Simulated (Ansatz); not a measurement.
`[NH2][In]([Cl])[O][SiH3]` + HCl → `[SiH3][O][In]([Cl])[Cl]` + NH₃  (ligand exchange at the In–N bond)

Gas-phase electronic energies from Ansatz, PBE0-D4/def2-TZVP geometries. CBS: MP2 limit from def2 TZ/QZ plus the TZ coupled-cluster correction, frozen cores. This one scheme is used for every species. Functionals use def2-TZVPP. B3LYP here is the variant with VWN-RPA as its local correlation; programs differ in this. HSE06 is defined as in plane-wave codes. def2 core potentials past Kr. For In outer-core shells are correlated without core-valence functions, which leaves a few kJ/mol of doubt a bond. One conformer a species, not always the lowest.

```csv
level,ΔE (kJ/mol),difference from CCSD(T)/CBS
LDA (SPW92),-85.0,7.7
PBE-D4,-92.0,0.7
revPBE-D4,-91.4,1.3
BLYP-D4,-91.3,1.4
r2SCAN-D4,-97.2,-4.5
B97M-V,-102.9,-10.2
PBE0-D4,-97.6,-4.9
B3LYP-D4,-96.0,-3.3
r2SCANh-D4,-98.7,-6.0
r2SCAN0-D4,-100.8,-8.1
HSE06-D4,-97.9,-5.2
BHLYP-D4,-103.7,-11.0
CAM-B3LYP-D4,-94.2,-1.5
ωB97X-V,-95.8,-3.1
ωB97M-V,-96.3,-3.6
B2PLYP,-94.7,-2.0
PBE,-92.5,0.2
revPBE,-94.2,-1.5
BLYP,-92.6,0.1
r2SCAN,-97.4,-4.7
B3LYP,-96.7,-4.0
r2SCANh,-98.9,-6.2
r2SCAN0,-101.0,-8.3
HSE06,-98.2,-5.5
BHLYP,-103.2,-10.5
CAM-B3LYP,-94.4,-1.7
LC-ωPBE,-93.4,-0.7
RPA@PBE/def2-TZVPP,-85.2,7.5
MP2/def2-SVP,-98.5,-5.8
CCSD/def2-SVP,-100.2,-7.5
CCSD(T)/def2-SVP,-98.4,-5.7
HF/def2-TZVPP,-114.0,-21.3
MP2/def2-TZVPP,-90.1,2.6
SCS-MP2/def2-TZVPP,-90.7,2.0
CCSD/def2-TZVPP,-92.1,0.6
CCSD(T)/def2-TZVPP,-90.1,2.6
HF/def2-QZVPP,-114.2,-21.5
MP2/def2-QZVPP,-91.7,1.0
HF/CBS(def2),-114.3,-21.6
MP2/CBS(def2),-92.7,0.0
CCSD(T)/CBS,-92.7,0
```

Largest T1 diagnostic among the species: 0.014.

At CCSD(T), def2-SVP lies −5.7 kJ/mol from the extrapolated value and def2-TZVPP +2.6 kJ/mol. Leaving LDA and LC-ωPBE aside and taking each functional with its dispersion term where it has one, the values spread over 12.4 kJ/mol, from BHLYP-D4 to BLYP-D4. LDA lies +7.5 kJ/mol from PBE without D4.
